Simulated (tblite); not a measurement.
`[C@]([SiH3])(C(=S)CF)(C)C=C`. Computed geometry: GFN2-xTB, gas phase.

```
atom  x, y, z in Å
C1    -0.6017   -0.7697   -2.2425
C2    -0.4509   -0.8060   -0.9291
C3     0.0498    0.3129   -0.0734
C4     0.4325    1.5621   -0.8618
Si5   -1.4694    0.8260    1.0733
C6     1.1086   -0.0934    0.8589
S7     2.3100    0.9088    1.3418
C8     1.1636   -1.4911    1.4102
F9    -0.0637   -2.0075    1.7534
H10   -0.3585    0.0880   -2.8439
H11   -0.9753   -1.6266   -2.7769
H12   -0.7220   -1.7096   -0.4032
H13    1.2865    1.3521   -1.5051
H14    0.7160    2.3665   -0.1880
H15   -0.3990    1.9001   -1.4744
H16   -2.4449    1.3730    0.1319
H17   -1.9976   -0.3372    1.7690
H18   -0.9628    1.8461    1.9872
H19    1.7823   -1.5156    2.3120
H20    1.5912   -2.1682    0.6576
```

(1) What is the repulsion energy of the bare nuclei, Σ ZA·ZB/RAB?

(2) Which two atoms are farthest apart?

(3) Give the dihedral angles C4–C3–Si5–H17, C6–C3–Si5–H17, C1–C2–C3–C4, C6–C3–C4–H15, C2–C3–C4–H13, Si5–C3–C6–C8.

(4) Work out the bond lengths C2–C3, C2–H12, C3–C4, C4–H15, C8–H19 in Å.

(5) How far are the heavy atoms from their best plane (unweighted least squares)?

(6) Where is the centre of mass (commonest isotopes), and what is the radius of gyration?

(7) What are the angles H10–C1–H11, C2–C1–H11, C2–C3–Si5, H13–C4–H15, C3–C4–H15, H17–Si5–H18, C3–C6–C8, C6–C8–F9?

(8) How far apart are these pairs, which share no bond: C1···H16, C6···H16, S7···H10, F9···H14, H11···H16, H12···H19, H13···H15?

(9) Write the matrix of distances between heavy atoms (Å, lower triangle).

Answers

(1) 634.80 Eh over 190 pairs, with full nuclear charges and distances in bohr; the largest single term is 31.28 Eh (Si5 with S7).

(2) H11···H18, 5.90 Å; the next longest distance is 5.85 Å.

(3) C4–C3–Si5–H17 174° (antiperiplanar); C6–C3–Si5–H17 -67° (synclinal); C1–C2–C3–C4 -2° (synperiplanar); C6–C3–C4–H15 -175° (antiperiplanar); C2–C3–C4–H13 -65° (synclinal); Si5–C3–C6–C8 85° (synclinal). Dihedral signs follow IUPAC: positive where, seen along the central bond, the front bond turns clockwise onto the rear one.

(4) For C2–C3 the difference vector is (0.5007, 1.1189, 0.8557) Å, of length 1.4949 Å. C2–C3 1.495; C2–H12 1.080; C3–C4 1.526; C4–H15 1.087; C8–H19 1.094 Å.

(5) 0.837 Å rms; C1 0.87, C2 0.32, C3 0.19, C4 0.03, Si5 2.14, C6 0.29, S7 0.56, C8 0.59, F9 0.32 Å (magnitudes).

(6) Mass 162.033 u; centre at (0.305, 0.001, 0.505) Å; Rg = √(Σ m r²/M) = 2.156 Å. As Ia + Ib + Ic = 2 Σ m r², the three principal moments sum to 1506.1 u·Å².

(7) From the scalar product of the two bond vectors; for H10–C1–H11 it is -0.5044 Å² over 1.0754 × 1.0768 Å², cos θ = -0.4356. H10–C1–H11 115.8°; C2–C1–H11 120.7°; C2–C3–Si5 105.6°; H13–C4–H15 109.1°; C3–C4–H15 110.7°; H17–Si5–H18 112.7°; C3–C6–C8 121.1°; C6–C8–F9 114.1°.

(8) C1···H16 3.691 Å (4 bonds apart); C6···H16 3.912 Å (3 bonds apart); S7···H10 5.031 Å (5 bonds apart); F9···H14 4.849 Å (5 bonds apart); H11···H16 4.429 Å (5 bonds apart); H12···H19 3.699 Å (5 bonds apart); H13···H15 1.773 Å (2 bonds apart).

(9) 
```
C1    0.000
C2    1.323  0.000
C3    2.510  1.495  0.000
C4    2.901  2.528  1.526  0.000
Si5   3.781  2.777  1.971  2.811  0.000
C6    3.606  2.477  1.468  2.482  2.745  0.000
S7    4.914  3.965  2.732  2.968  3.790  1.637  0.000
C8    4.121  2.924  2.588  3.875  3.524  1.504  2.661  0.000
F9    4.218  2.965  2.955  4.453  3.235  2.416  3.783  1.375  0.000
```

Its GFN2-xTB frequencies are all real (lowest 46 cm⁻¹). The numbers are those of one conformer. 3 starts were optimised and ended at 0.00, 0.01 and 3.82 kcal/mol (GFN2-xTB); the lowest of these is shown.

The run took 0.88 s of wall time on one thread of an Arm Neoverse V1, shared host with 32 logical CPUs at a one-minute load of 22. That covers the optimisation of the geometry.
